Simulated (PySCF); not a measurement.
## Hf⁺ (hafnium, charge +1) across methods

[Xe] 4f14 5d2 6s1, high-spin 4F determinant (an excited configuration). Calculation: PySCF 2.14, in def2-QZVPPD with the def2 core potential (60 electrons) (7s6p4d3f2g, 84 functions); scalar relativity through the core potential. The B2PLYP total includes its PT2 part (frozen core); its orbital energies are those of the SCF part.

| method | E (hartree) | mean ε 5p β (eV) | mean ε 6s α (eV) | mean ε 5d α (eV) | Σ⟨r²⟩ (bohr²) | ⟨S²⟩ |
| --- | --- | --- | --- | --- | --- | --- |
| r2SCANh | -47.6153 | -41.259 | -11.709 | -10.888 | 39.67 | 3.752 |
| PW91 | -47.6433 | -39.824 | -11.414 | -10.222 | 39.80 | 3.751 |
| PBE0 | -47.5936 | -41.837 | -11.987 | -11.324 | 39.70 | 3.751 |
| PBE | -47.6172 | -39.758 | -11.346 | -10.167 | 39.84 | 3.751 |
| B2PLYP | -47.4388 | -43.831 | -12.459 | -12.298 | 39.88 | 3.752 |
| LDA | -47.4574 | -39.704 | -11.587 | -10.085 | 39.95 | 3.750 |
| r2SCAN | -47.6300 | -40.542 | -11.451 | -10.465 | 39.70 | 3.752 |
| UHF | -47.16515 | -47.068 | -13.474 | -14.308 | 40.21 | 3.755 |
| CAM-B3LYP | -47.5552 | -43.288 | -12.981 | -12.442 | 39.67 | 3.751 |

Energies and moments cover only the electrons outside the core potential. Spin-orbit coupling, absent here, splits the open shell strongly.
